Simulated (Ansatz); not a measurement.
A ladder of methods for BH2Br (SMILES [H]B([H])Br)

The species is BH2Br (4 atoms), meant as a singlet with charge 0. SMILES: `[H]B([H])Br`. The coordinates come from a GFN2-xTB relaxation.

| atom | x (Å) | y (Å) | z (Å) |
| --- | --- | --- | --- |
| B | 0.0910 | 0.1509 | -0.0004 |
| H | 1.2598 | 0.1091 | 0.0153 |
| H | -0.4901 | 1.1658 | -0.0191 |
| Br | -0.8607 | -1.4257 | 0.0043 |

Quantity: the energy change with the B1–H2 bond stretched from 1.170 to 2.339 Å, in eV. The values are calculated.

```tsv
level	kind	program	value (eV)	less FCI/STO-3G	CPU time (all runs)
B3LYP/STO-3G (restricted)	global hybrid	Ansatz	5.49	+0.87	2.2 s
BHLYP/STO-3G (restricted)	global hybrid	Ansatz	6.20	+1.58	2.1 s
PBE0/STO-3G (restricted)	global hybrid	Ansatz	5.72	+1.10	2.1 s
r2SCAN0/STO-3G (restricted)	hybrid meta-GGA	Ansatz	5.92	+1.30	5.4 s
CAM-B3LYP/STO-3G (restricted)	range-separated hybrid	Ansatz	5.87	+1.25	2.5 s
HSE06/STO-3G (restricted)	range-separated hybrid	Ansatz	5.71	+1.09	2.8 s
wB97M-V/STO-3G (restricted)	range-separated hybrid	Ansatz	5.82	+1.20	27 s
CCSD(T)/STO-3G (restricted)	coupled cluster or CI	Ansatz	4.63	+0.01	0.47 s
FCI/STO-3G	exact in the basis	Ansatz	4.62	0.00	12 s
```

FCI/STO-3G is exact within its basis and frozen core, so for wave-function methods in that basis the difference is their error; functionals converge differently with the basis, so for them it is only a difference. All-electron rows without a relativistic Hamiltonian named are non-relativistic. The first shape isn't each level's own minimum. The values span 4.62 to 6.20 eV. All rows use very small basis sets, so even the best lies far from the true value. In the correlated wave-function rows the outer d shell of Br is correlated, in sets not made for it. CPU times are rough (shared hosts, several kinds of processor): they show what a rung costs within a factor of a few.
